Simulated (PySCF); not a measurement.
`C=C=C=C[C@@H](F)C#N` in a uniform electric field

C6H4FN.
Cartesian coordinates in Å at the PBE0-D3(BJ)/def2-SVP level; atoms count from 1:
```xyz
12
C6H4FN angstrom
C      3.1433   -0.0830    0.4692
C      1.8663    0.1205    0.2186
C      0.6319    0.3172   -0.0226
C     -0.6504    0.5110   -0.2688
C     -1.7298    0.1366    0.7054
F     -2.4735    1.2407    1.0344
C     -2.6215   -0.8836    0.1276
N     -3.3066   -1.6964   -0.3275
H      3.9151    0.1996   -0.2542
H      3.4699   -0.5414    1.4084
H     -0.9844    0.9610   -1.2112
H     -1.2834   -0.2794    1.6240
```

Level: CAM-B3LYP/def2-SVPD (PySCF); nuclei fixed, core orbitals frozen in the response. Permanent dipole (4.410, 0.951, 0.859) D (1 au = 2.5417 D). Static polarisability (au):

```
x   150.06   0.22  13.13
y     0.22  59.66   0.74
z    13.13   0.74  56.99
```

Only the terms in μ and α are kept: μ(F) = μ + αF and ΔE = −μ·F − ½ F·αF.

**Question.** Apply 0.005 au along ±x, ±y and ±z in turn. Tabulate induced and total dipoles and both energy terms.

**Answer.** 
```tsv
field along	induced x (D)	induced y (D)	induced z (D)	total size (D)	−μ·F (kJ/mol)	−½F·αF (kJ/mol)
+x	1.907	0.003	0.167	6.471	-22.777	-4.925
−x	-1.907	-0.003	-0.167	2.765	+22.777	-4.925
+y	0.003	0.758	0.009	4.811	-4.912	-1.958
−y	-0.003	-0.758	-0.009	4.492	+4.912	-1.958
+z	0.167	0.009	0.724	4.937	-4.437	-1.870
−z	-0.167	-0.009	-0.724	4.348	+4.437	-1.870
```

**Question.** For the field (0.0040, -0.0005, 0.0045) au, what is the induced dipole, and what angle does it make with the field?

**Answer.** αF = (1.676, -0.065, 0.784) D, at 23.4° to the field. The polarisability along this direction, F·αF/F², is 110.64 au, against a mean of 88.90 au.

**Question.** Which field along μ doubles the dipole in that direction (linear response)?

**Answer.** The polarisability along the dipole is 147.79 au, so F = 1.8068 au / 147.79 au = 0.0122 au = 0.63 V/Å; higher-order terms are ignored.

**Question.** What field makes μF equal to kT at 400 K?

**Answer.** kT = 1.2667 × 10⁻³ Eh, so F = 0.000701 au = 3.61 MV/cm.

**Question.** Induction energy −ᾱe²/2R⁴ of a unit charge at 12 Å, the molecule taken as a point?

**Answer.** R = 22.68 bohr, so the energy is −88.9/(2 × 22.68⁴) Eh = -0.441 kJ/mol. The charge–dipole term at its most favourable orientation, −μe/R², is -9.22 kJ/mol.

Geometry: PBE0-D3(BJ)/def2-SVP, one conformer, isolated molecule.
